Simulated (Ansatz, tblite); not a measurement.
Forces on SbMe2(OEt) (C4H11OSb) at its PBE-D4/def2-SVP geometry. Total charge 0; singlet.

In the def2 sets Sb takes a core potential; there is no spin–orbit coupling. The xTB rows come from tblite.

GFN1-xTB (tblite), largest force 0.70 eV/Å:

```xyz
17
positions Å, forces eV/Å
C     1.033    1.756    1.646   -0.006    0.194   -0.011
C    -1.585    0.012    2.036   -0.182    0.071    0.019
C     0.554   -1.205   -1.371    0.283   -0.504   -0.067
C     0.099   -0.839   -2.777   -0.225    0.208   -0.622
O     0.114   -0.192   -0.487    0.200   -0.327    0.119
Sb    0.504   -0.359    1.511   -0.058    0.106    0.011
H     0.452    2.279    0.862    0.400   -0.150    0.511
H     2.115    1.897    1.463   -0.655    0.042    0.117
H     0.771    2.158    2.645    0.200   -0.129   -0.654
H    -2.153   -0.937    2.050    0.229    0.625    0.013
H    -1.999    0.681    1.256    0.095   -0.381    0.538
H    -1.654    0.497    3.030   -0.080   -0.288   -0.631
H     1.669   -1.318   -1.361   -0.542    0.178    0.017
H     0.142   -2.211   -1.100    0.100    0.555   -0.089
H     0.423   -1.603   -3.513   -0.149    0.382    0.453
H    -1.007   -0.758   -2.816    0.587   -0.061    0.071
H     0.521    0.142   -3.076   -0.197   -0.521    0.204
```

GFN2-xTB (tblite), largest force 0.76 eV/Å:

```
C 0.019 0.457 -0.065
C -0.445 0.144 0.025
C 0.135 -0.185 0.186
C -0.214 0.192 -0.614
O 0.349 -0.632 -0.079
Sb -0.136 0.199 -0.108
H 0.400 -0.299 0.529
H -0.705 -0.069 0.122
H 0.184 -0.293 -0.680
H 0.346 0.626 -0.005
H 0.231 -0.434 0.531
H 0.064 -0.340 -0.682
H -0.585 0.222 0.069
H 0.095 0.621 -0.045
H -0.172 0.436 0.506
H 0.669 -0.056 0.078
H -0.236 -0.588 0.232
```

PBE-D4/def2-TZVP (Ansatz), largest force 0.57 eV/Å:

```
C 0.049 0.127 -0.018
C -0.140 0.000 0.012
C 0.255 -0.482 -0.157
C -0.102 0.115 -0.203
O 0.029 0.083 0.492
Sb -0.210 0.238 -0.369
H 0.149 -0.139 0.231
H -0.310 -0.050 0.052
H 0.067 -0.121 -0.275
H 0.171 0.267 -0.004
H 0.118 -0.170 0.226
H 0.031 -0.132 -0.275
H -0.295 0.082 0.034
H 0.072 0.296 -0.029
H -0.074 0.185 0.203
H 0.288 -0.036 0.007
H -0.097 -0.263 0.073
```
